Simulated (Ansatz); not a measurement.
C3H9NSi can be A, `CC(C)[Si]N`, or B, `C[C@H]1N[Si@H]1C`.

Program: Ansatz. Geometries: PBE0-D4/def2-TZVP. ΔE: electronic, gas phase. CCSD(T)/CBS adds triple-zeta CCSD(T) − MP2 to the extrapolated MP2 energy (def2 sets, frozen cores). Functionals use def2-TZVPP. B3LYP here is the variant with VWN-RPA as its local correlation; programs differ in this. One conformer a species, not always the lowest.

Q: Which isomer does CCSD(T)/CBS put lower? Give the gap. (An estimate is asked.)

A: The calculation gave: A, by 41.9 kJ/mol.

Q: Give E(B) − E(A) in kJ/mol with PBE0-D4, HF/def2-TZVPP, B3LYP-D4, ωB97M-V, B2PLYP, B3LYP, CCSD/def2-TZVPP. (Best estimate.)

A: Computed: PBE0-D4 32.0, HF/def2-TZVPP 42.1, B3LYP-D4 44.8, ωB97M-V 43.2, B2PLYP 38.8, B3LYP 39.9, CCSD/def2-TZVPP 45.5. None reverses the order clearly.

Largest T1 diagnostic: 0.012.

The D4 term adds +4.9 kJ/mol with B3LYP and +2.4 kJ/mol with PBE0; it sums over pairs of atoms, weighted by their polarisabilities, and B3LYP, whose exchange is more repulsive, gets the larger term.
